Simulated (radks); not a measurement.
Question: Cd35+, configuration [Ne] 3s2 3p1. All-electron calculation, Dirac Kohn-Sham, LDA (Slater exchange, Perdew-Wang correlation), spin-unpolarised, spherical densities, finite nucleus; open shells fill j = l - 1/2 first; Fermi nuclear charge, rms radius 4.6087 fm. Program: a radial shooting solver on a logarithmic mesh with Libxc functionals.

Spin-orbit splittings of the eigenvalues, e(l+1/2) - e(l-1/2), with zeta = 2 splitting/(2l+1) and mean radii in bohr:

shell  occ.  splitting (eV)  zeta (eV)  <r> j=l-1/2  <r> j=l+1/2
2p        6               ?          ?       0.1093       0.1143
3p        1           49.67      33.12       0.2994       0.3067
3d        0           11.75      4.701       0.2673       0.2696

Estimate the 2p splitting.

Answer: 198.6 eV (zeta = 132.4 eV).
